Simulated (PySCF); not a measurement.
## `F[C@@H]1C[Si@@H](F)[Se][C@@H]1F`, C3H5F3SeSi

Cartesian coordinates in Å; atom numbers follow the order of the lines, from 1:
```xyz
13

F    -1.3308   -1.8935    0.4739
C    -0.7227   -0.8275   -0.1512
C     0.7512   -0.7542    0.2144
Si    1.3920    0.9488   -0.3408
F     2.2148    0.7728   -1.7124
Se   -0.6106    1.9490   -0.7595
C    -1.4406    0.4598    0.2478
F    -1.2845    0.7008    1.5802
H    -0.8685   -0.9852   -1.2286
H     0.8376   -0.8673    1.2952
H     1.2952   -1.5749   -0.2495
H     2.2778    1.6494    0.5672
H    -2.5154    0.4225    0.0457
```

The calculation used TDDFT PBE0/def2-SVPD circular dichroism and optical rotation, one conformer, gas phase (PySCF). Geometry: GFN2-xTB.

The calculation is non-relativistic, which matters for the atoms heavier than Zn. States above about 7.5 eV lie in this functional's continuum (it starts at minus the energy of the highest occupied orbital, well below the true ionisation energy for most functionals) and depend on the basis.

Question: What are the CIP labels of the stereocentres?

Answer: C2 R, Si4 S, C7 S.

Question: Which excitations and rotatory strengths does the calculation give?

Answer: Rotatory strengths R in 10⁻⁴⁰ esu² cm², velocity form and length form (origin at the centre of mass); f in length form.
```
state  E (eV)  λ (nm)       f  R (velocity)  R (length)                                    main
    1    5.07     245   0.003         +17.1       +17.7                          HOMO→LUMO 0.97
    2    6.09     204   0.020         -22.9       -21.9                        HOMO→LUMO+1 0.96
    3    6.53     190   0.008         -23.8       -24.2      HOMO→LUMO+2 0.47, HOMO−1→LUMO 0.33
    4    6.77     183   0.029          -3.8        -3.2      HOMO−1→LUMO 0.57, HOMO→LUMO+3 0.23
    5    6.90     180   0.048         +41.1       +40.8      HOMO→LUMO+3 0.58, HOMO→LUMO+2 0.34
    6    7.26     171   0.039          -4.2        -3.7                        HOMO→LUMO+4 0.97
    7    7.54     164   0.008         +21.2       +19.3      HOMO−2→LUMO 0.64, HOMO→LUMO+6 0.13
    8    7.55     164   0.002          -5.6        -5.9                        HOMO→LUMO+5 0.92
    9    7.64     162   0.018         -22.4       -22.8      HOMO−3→LUMO 0.54, HOMO→LUMO+6 0.38
   10    7.75     160   0.188         -23.4       -23.7                      HOMO−1→LUMO+1 0.80
   11    7.78     159   0.032         +14.8       +15.7      HOMO→LUMO+6 0.38, HOMO−3→LUMO 0.24
   12    7.92     157  0.0005         +10.9        +9.8  HOMO−1→LUMO+2 0.75, HOMO−1→LUMO+3 0.11
```

Among the states computed, the strongest CD band (largest |R|) is state 5. The largest dissymmetry factor in size, g = 4R/(D+G), with D and G the electric and magnetic dipole strengths, is +0.15 for state 12 (velocity form, f = 0.0009), among bands with |R| over 0.5. The mirror image has the same energies and oscillator strengths and all R with the opposite sign.
